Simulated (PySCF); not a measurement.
SMILES CN([SiH]N(C)C)C (C4H13N2Si), doublet, GFN2-xTB optimised geometry.

```
20

C     -0.34     0.89    -1.10
N     -0.52    -0.03     0.00
C     -0.81     0.66     1.23
Si     0.23    -1.58     0.00
N     -0.19    -2.32    -1.51
C     -1.53    -2.26    -2.04
C      0.55    -3.45    -2.00
H     -0.13     0.33    -2.01
H     -1.25     1.48    -1.25
H      0.49     1.58    -0.92
H     -1.70     1.28     1.12
H     -0.98    -0.07     2.02
H      0.02     1.31     1.54
H      1.70    -1.58     0.00
H     -2.09    -3.18    -1.82
H     -2.05    -1.42    -1.61
H     -1.49    -2.15    -3.13
H      0.62    -3.40    -3.09
H      0.07    -4.40    -1.73
H      1.55    -3.44    -1.58
```

Density from unrestricted PBE0/def2-SVP run with PySCF at that geometry.

Minimum of the electron density along straight lines between bonded atoms, close to the bond critical point (lines longer than 1.1 times the sum of covalent radii, or with two minima, are not listed):

| bond | length / Å | ρ at the minimum / e bohr⁻³ | ∇²ρ there / e bohr⁻⁵ | position (fraction from the first atom) |
|---|---|---|---|---|
| C1–N2 | 1.445 | 0.271 | -0.76 | 0.39 |
| N2–C3 | 1.438 | 0.275 | -0.80 | 0.61 |
| N2–Si4 | 1.724 | 0.123 | 0.73 | 0.60 |
| Si4–N5 | 1.733 | 0.120 | 0.72 | 0.40 |
| N5–C6 | 1.438 | 0.274 | -0.79 | 0.62 |
| N5–C7 | 1.434 | 0.277 | -0.81 | 0.62 |
| C1–H8 | 1.086 | 0.282 | -1.07 | 0.63 |
| C1–H9 | 1.095 | 0.276 | -1.01 | 0.63 |
| C1–H10 | 1.098 | 0.274 | -0.99 | 0.62 |
| C3–H11 | 1.095 | 0.276 | -1.01 | 0.63 |
| C3–H12 | 1.087 | 0.281 | -1.06 | 0.63 |
| C3–H13 | 1.098 | 0.274 | -0.99 | 0.62 |
| Si4–H14 | 1.474 | 0.115 | 0.30 | 0.49 |
| C6–H15 | 1.098 | 0.274 | -1.00 | 0.63 |
| C6–H16 | 1.086 | 0.283 | -1.08 | 0.64 |
| C6–H17 | 1.096 | 0.275 | -1.01 | 0.63 |
| C7–H18 | 1.095 | 0.276 | -1.01 | 0.63 |
| C7–H19 | 1.098 | 0.274 | -1.00 | 0.63 |
| C7–H20 | 1.087 | 0.281 | -1.06 | 0.63 |
